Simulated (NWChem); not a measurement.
System: C4H9O, doublet; SMILES O(C)C[CH]C

NWChem printed, in part:

```
             Northwest Computational Chemistry Package (NWChem) 7.3.0
             --------------------------------------------------------

 C1  symmetry detected

                             Geometry "geometry" -> ""
                             -------------------------

 Output coordinates in angstroms (scale by  1.889725989 to convert to a.u.)

  No.       Tag          Charge          X              Y              Z
 ---- ---------------- ---------- -------------- -------------- --------------
    1 C                    6.0000     0.71023351    -2.03288984     0.08716836
    2 C                    6.0000    -0.59147842    -1.35390020    -0.17698937
    3 C                    6.0000    -0.79344773     0.09284586     0.12192333
    4 O                    8.0000     0.35187453     0.83789234    -0.26239874
    5 C                    6.0000     0.25026221     2.20217547     0.07401139
    6 H                    1.0000     0.83710527    -2.27943049     1.15790597
    7 H                    1.0000     1.55100370    -1.38837771    -0.18919071
    8 H                    1.0000     0.79158281    -2.97559097    -0.46569906
    9 H                    1.0000    -1.48482264    -1.95390056    -0.33225028
   10 H                    1.0000    -0.97671423     0.25060387     1.20902511
   11 H                    1.0000    -1.69313719     0.47187592    -0.39567697
   12 H                    1.0000     0.13032100     2.34905767     1.16052958
   13 H                    1.0000     1.17635934     2.68543715    -0.24900469
   14 H                    1.0000    -0.60011172     2.68779864    -0.43313126

 Effective nuclear repulsion energy (a.u.)     181.8590432295

                                Z-matrix (autoz)
                                --------

 Units are Angstrom for bonds and degrees for angles

      Type          Name      I     J     K     L     M      Value
      ----------- --------  ----- ----- ----- ----- ----- ----------
    1 Stretch                  1     2                       1.49173
    2 Stretch                  1     6                       1.10606
    3 Stretch                  1     7                       1.09484
    4 Stretch                  1     8                       1.09589
    5 Stretch                  2     3                       1.49104
    6 Stretch                  2     9                       1.08728
    7 Stretch                  3     4                       1.41935
    8 Stretch                  3    10                       1.11367
    9 Stretch                  3    11                       1.10500
   10 Stretch                  4     5                       1.40882
   11 Stretch                  5    12                       1.10294
   12 Stretch                  5    13                       1.09341
   13 Stretch                  5    14                       1.10280
   14 Bend                     1     2     3               121.62427
   15 Bend                     1     2     9               119.41167
   16 Bend                     2     1     6               111.89950
   17 Bend                     2     1     7               110.94495
   18 Bend                     2     1     8               111.52975
   19 Bend                     2     3     4               110.22694
   20 Bend                     2     3    10               110.81961
   21 Bend                     2     3    11               110.43882
   22 Bend                     3     2     9               116.92189
   23 Bend                     3     4     5               112.67283
   24 Bend                     4     3    10               108.82897
   25 Bend                     4     3    11               110.49441
   26 Bend                     4     5    12               111.84148
   27 Bend                     4     5    13               107.23994
   28 Bend                     4     5    14               111.85390
   29 Bend                     6     1     7               106.70779
   30 Bend                     6     1     8               106.74582
   31 Bend                     7     1     8               108.78675
   32 Bend                    10     3    11               105.94219
   33 Bend                    12     5    13               108.92133
   34 Bend                    12     5    14               108.09075
   35 Bend                    13     5    14               108.82215
   36 Torsion                  1     2     3     4          41.48425
   37 Torsion                  1     2     3    10         -79.05268
   38 Torsion                  1     2     3    11         163.86267
   39 Torsion                  2     3     4     5        -176.27399
   40 Torsion                  3     2     1     6          78.47686
   41 Torsion                  3     2     1     7         -40.57737
   42 Torsion                  3     2     1     8        -162.02371
   43 Torsion                  3     4     5    12          60.01901
   44 Torsion                  3     4     5    13         179.37003
   45 Torsion                  3     4     5    14         -61.39313
   46 Torsion                  4     3     2     9        -154.87307
   47 Torsion                  5     4     3    10         -54.54881
   48 Torsion                  5     4     3    11          61.38034
   49 Torsion                  6     1     2     9         -84.76946
   50 Torsion                  7     1     2     9         156.17632
   51 Torsion                  8     1     2     9          34.72998
   52 Torsion                  9     2     3    10          84.59000
   53 Torsion                  9     2     3    11         -32.49465

  xc_inp: hfexch multiplicative factor not found.

                           NWChem Geometry Optimization
                           ----------------------------

 maximum gradient threshold         (gmax) =   0.000450
 rms gradient threshold             (grms) =   0.000300
 maximum cartesian step threshold   (xmax) =   0.001800
 rms cartesian step threshold       (xrms) =   0.001200
 fixed trust radius                (trust) =   0.300000
 source of zmatrix                         =   autoz

          -------------------
          Energy Minimization
          -------------------

 Using diagonal initial Hessian
 Scaling for Hessian diagonals: bonds = 1.00  angles = 0.25  torsions = 0.10

          --------
          Step   0

                                 NWChem DFT Module
                                 -----------------

 Summary of "ao basis" -> "ao basis" (spherical)
 ------------------------------------------------------------------------------
       Tag                 Description            Shells   Functions and Types
 ---------------- ------------------------------  ------  ---------------------
 C                           sto-3g                  3        5   2s1p
 O                           sto-3g                  3        5   2s1p
 H                           sto-3g                  1        1   1s

            General Information
            -------------------
          SCF calculation type: DFT
          Wavefunction type:  spin polarized.
          No. of atoms     :    14
          No. of electrons :    41
           Alpha electrons :    21
            Beta electrons :    20
          Charge           :     0
          Spin multiplicity:     2
          Use of symmetry is: off; symmetry adaption is: off
          Maximum number of iterations: 150
          AO basis - number of functions:    34
                     number of shells:    24
          Convergence on energy requested:  1.00D-06
          Convergence on density requested:  1.00D-05
          Convergence on gradient requested:  5.00D-04

              XC Information
              --------------
                     Hartree-Fock (Exact) Exchange  1.000

      Superposition of Atomic Density Guess
      -------------------------------------

 Sum of atomic energies:        -226.69000218

      Non-variational initial energy
      ------------------------------

 Total energy =    -227.568600
 1-e energy   =    -672.341504
 2-e energy   =     262.913861
 HOMO         =       0.076209
 LUMO         =       0.485312

   convergence    iter        energy       DeltaE   RMS-Dens  Diis-err
 ---------------- ----- ----------------- --------- --------- ---------
 d= 0,ls=0.0,diis     1   -228.5711064796 -4.10D+02  1.04D-02  8.71D-02
                                                     1.10D-02  1.10D-01
 d= 0,ls=0.0,diis     2   -228.6476398377 -7.65D-02  3.09D-03  1.04D-02
                                                     2.74D-03  8.68D-03
 d= 0,ls=0.0,diis     3   -228.6545162000 -6.88D-03  1.45D-03  7.66D-04
                                                     1.46D-03  1.02D-03
 d= 0,ls=0.0,diis     4   -228.6556986872 -1.18D-03  5.99D-04  9.08D-05
                                                     6.10D-04  9.83D-05
 d= 0,ls=0.0,diis     5   -228.6558696697 -1.71D-04  2.50D-04  1.28D-05
                                                     2.29D-04  9.56D-06
  Resetting Diis
 d= 0,ls=0.0,diis     6   -228.6558912879 -2.16D-05  7.04D-05  9.88D-07
                                                     7.20D-05  1.35D-06
 d= 0,ls=0.0,diis     7   -228.6558935787 -2.29D-06  1.74D-05  2.27D-07
                                                     1.55D-05  2.12D-07
 d= 0,ls=0.0,diis     8   -228.6558938788 -3.00D-07  3.30D-05  1.03D-07
                                                     3.12D-05  1.02D-07
 d= 0,ls=0.0,diis     9   -228.6558941451 -2.66D-07  4.01D-06  4.16D-09
                                                     4.16D-06  4.19D-09

         Total DFT energy =     -228.655894145128
      One electron energy =     -672.287811693564
           Coulomb energy =      294.136059639093
    Exchange-Corr. energy =      -32.363185320170
 Nuclear repulsion energy =      181.859043229513

 Numeric. integr. density =        0.000000000000

                    DFT Final Alpha Molecular Orbital Analysis
                    ------------------------------------------

 Vector   19  Occ=1.000000D+00  E=-3.884746D-01
              MO Center=  1.6D-01,  7.9D-01, -1.6D-01, r^2= 2.0D+00
   Bfn.  Coefficient  Atom+Function         Bfn.  Coefficient  Atom+Function
  ----- ------------  ---------------      ----- ------------  ---------------
    18      0.524335   4 O  px               17      0.385652   4 O  s
    20     -0.384363   4 O  pz               13     -0.266070   3 C  px
    19     -0.255115   4 O  py               24      0.196857   5 C  py
    32      0.190188  12 H  s                31      0.179529  11 H  s
    33     -0.167062  13 H  s                 9     -0.164119   2 C  py

[...]

      ----------------------
      Optimization converged
      ----------------------

  Step       Energy      Delta E   Gmax     Grms     Xrms     Xmax
  ---- ---------------- -------- -------- -------- -------- --------
@    8    -228.65940760 -1.1D-06  0.00006  0.00002  0.00078  0.00178
                                     ok       ok       ok       ok

                                Z-matrix (autoz)
                                --------

 Units are Angstrom for bonds and degrees for angles

[...]

 Rotational Constants
 --------------------
 A=   0.433416 cm-1  (  0.623575 K)
 B=   0.087367 cm-1  (  0.125699 K)
 C=   0.077463 cm-1  (  0.111449 K)

 Temperature                      =   298.15K
 frequency scaling parameter      =   1.0000

 Zero-Point correction to Energy  =   90.865 kcal/mol  (  0.144803 au)
 Thermal correction to Energy     =   95.173 kcal/mol  (  0.151668 au)
 Thermal correction to Enthalpy   =   95.765 kcal/mol  (  0.152612 au)

 Total Entropy                    =   80.892 cal/mol-K
   - Translational                =   38.765 cal/mol-K (mol. weight =  73.0653)
   - Rotational                   =   25.800 cal/mol-K (symmetry #  =        1)
   - Vibrational                  =   16.327 cal/mol-K

 Cv (constant volume heat capacity) =   21.166 cal/mol-K
   - Translational                  =    2.979 cal/mol-K
   - Rotational                     =    2.979 cal/mol-K
   - Vibrational                    =   15.207 cal/mol-K

[normal modes left out]

 ----------------------------------------------------------------------------
 Normal Eigenvalue ||           Projected Infra Red Intensities
  Mode   [cm**-1]  || [atomic units] [(debye/angs)**2] [(KM/mol)] [arbitrary]
 ------ ---------- || -------------- ----------------- ---------- -----------
    1       -0.000 ||    0.000869           0.020         0.848       1.824
    2        0.000 ||    0.000102           0.002         0.099       0.213
    3        0.000 ||    0.000806           0.019         0.786       1.691
    4        0.000 ||    0.000009           0.000         0.009       0.019
    5        0.000 ||    0.000097           0.002         0.094       0.203
    6        0.000 ||    0.000137           0.003         0.133       0.287
    7       74.686 ||    0.003109           0.072         3.031       6.521
    8      103.811 ||    0.001664           0.038         1.622       3.490
    9      133.351 ||    0.000639           0.015         0.623       1.341
   10      245.987 ||    0.001052           0.024         1.026       2.207
   11      249.387 ||    0.001651           0.038         1.609       3.463
   12      384.052 ||    0.002364           0.055         2.305       4.958
   13      476.057 ||    0.002965           0.068         2.890       6.218
   14      644.478 ||    0.001328           0.031         1.294       2.785
   15     1017.285 ||    0.000765           0.018         0.746       1.604
   16     1098.742 ||    0.003200           0.074         3.120       6.713
   17     1126.746 ||    0.004082           0.094         3.980       8.563
   18     1202.158 ||    0.000963           0.022         0.938       2.019
   19     1278.442 ||    0.003285           0.076         3.202       6.889
   20     1312.609 ||    0.003114           0.072         3.036       6.531
   21     1322.901 ||    0.005766           0.133         5.621      12.094
   22     1381.247 ||    0.005834           0.135         5.688      12.237
   23     1437.988 ||    0.013202           0.305        12.870      27.692
   24     1451.792 ||    0.004509           0.104         4.395       9.457
   25     1616.200 ||    0.032788           0.756        31.963      68.773
   26     1670.781 ||    0.036593           0.844        35.672      76.754
   27     1730.307 ||    0.004390           0.101         4.279       9.207
   28     1761.954 ||    0.009518           0.220         9.278      19.963
   29     1807.883 ||    0.002801           0.065         2.730       5.875
   30     1820.080 ||    0.002756           0.064         2.687       5.780
   31     1826.148 ||    0.006553           0.151         6.388      13.745
   32     1828.376 ||    0.000989           0.023         0.964       2.074
   33     1832.248 ||    0.000352           0.008         0.344       0.739
   34     3511.058 ||    0.008180           0.189         7.974      17.158
   35     3515.353 ||    0.007861           0.181         7.663      16.489
   36     3550.148 ||    0.001517           0.035         1.479       3.182
   37     3626.606 ||    0.010582           0.244        10.316      22.196
   38     3679.562 ||    0.008679           0.200         8.461      18.205
   39     3689.125 ||    0.002081           0.048         2.028       4.364
   40     3715.529 ||    0.001318           0.030         1.285       2.765
   41     3716.359 ||    0.001427           0.033         1.391       2.992
   42     3751.934 ||    0.000343           0.008         0.334       0.720
 ----------------------------------------------------------------------------
```

Level: UHF/STO-3G. No stability test was run on the SCF state.

Q: Which NWChem input produces such a log?

A: One answer among several that fit: the input that was run:
```
start job
memory heap 200 mb stack 900 mb global 1100 mb
geometry units angstroms
  C      0.711908    -2.019697     0.092652
  C     -0.574444    -1.351007    -0.258649
  C     -0.806638     0.094596     0.023366
  O      0.356060     0.847766    -0.285550
  C      0.222127     2.211726     0.040702
  H      0.769262    -2.263706     1.169930
  H      1.564320    -1.369216    -0.128556
  H      0.836836    -2.962557    -0.451750
  H     -1.450993    -1.958006    -0.471685
  H     -1.062843     0.252540     1.095596
  H     -1.672795     0.466022    -0.553548
  H      0.029226     2.359275     1.116574
  H      1.163980     2.701542    -0.221081
  H     -0.596317     2.690132    -0.522713
end
basis spherical
  * library sto-3g
end
dft
  odft
  mult 2
  xc hfexch
  iterations 150
end
driver
  maxiter 120
end
task dft optimize
task dft freq
```
